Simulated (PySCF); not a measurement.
## Spinor energies of Pd²²⁺ (palladium, charge +22)

Start: [Ar] 3d6; 3d3/2 filled at m_j = -3/2, -1/2, +1/2, +3/2; 3d5/2 filled at m_j = +3/2, +5/2. Calculated with PySCF 2.14 in an uncontracted even-tempered set (17 s from 2.7 bohr⁻², ratio 2.8; 12 p from 3.5 bohr⁻², ratio 2.8; 8 d from 3.5 bohr⁻², ratio 2.8; 3 f from 14 bohr⁻², ratio 3): generalised Hartree-Fock with the X2C-1e Hamiltonian and a Gaussian nucleus; one run each with spin-orbit coupling (SO) switched off, then screened by Boettger's factors.

```
spinor shell  electrons  ε, spin-free (eV)  ε, screened SO (eV)  weight of nominal j (screened SO)  rms radius, screened SO (bohr)
       1s1/2          2           -25278.2             -25276.2                              1.000                          0.0365
       2s1/2          2            -4443.9              -4443.0                              1.000                           0.149
       2p1/2          2            -4061.6              -4175.3                              0.998                           0.130
       2p3/2          4            -4061.6              -4008.3                              0.999                           0.134
       3s1/2          2            -1389.8              -1389.6                              1.000                           0.386
       3p1/2          2            -1258.7              -1289.0                              0.915                           0.377
       3d3/2          4            -1080.8              -1081.2                              0.747                           0.352
       3d5/2          2            -1080.8              -1080.7                              0.813                           0.353
```

Problem. Where does 3p3/2 lie, and what is the 3p spin-orbit splitting (screened SO)?

Solution. At -1244.2 eV, 44.787 eV above 3p1/2.

```json
{"quantity": "E (hartree)", "spin-free": "-4781.95074", "screened SO": "-4782.96387"}
{"quantity": "M_J", "spin-free": "4", "screened SO": "4"}
{"quantity": "⟨J²⟩", "spin-free": "20.001", "screened SO": "20.025"}
{"quantity": "⟨L²⟩", "spin-free": "6.000", "screened SO": "6.885"}
{"quantity": "⟨S²⟩", "spin-free": "6.000", "screened SO": "5.464"}
```

Each row is a mean over spinors that exchange with the open shell spreads, by up to 30.415 eV (3p3/2).

Rows whose weight is well below 1 are mixtures of j = l ± 1/2: exchange outweighs spin-orbit coupling there, and the label is only the starting occupation.

Breit and QED terms are absent; they matter most for the inner s and p1/2 levels.

Densities and radii are taken from the X2C orbitals without a picture-change correction, which distorts them close to the nucleus.

Without spin-orbit coupling the j labels of p, d and f shells carry no meaning; the spin-free column gives the mean over the occupied spinors of each nl shell.
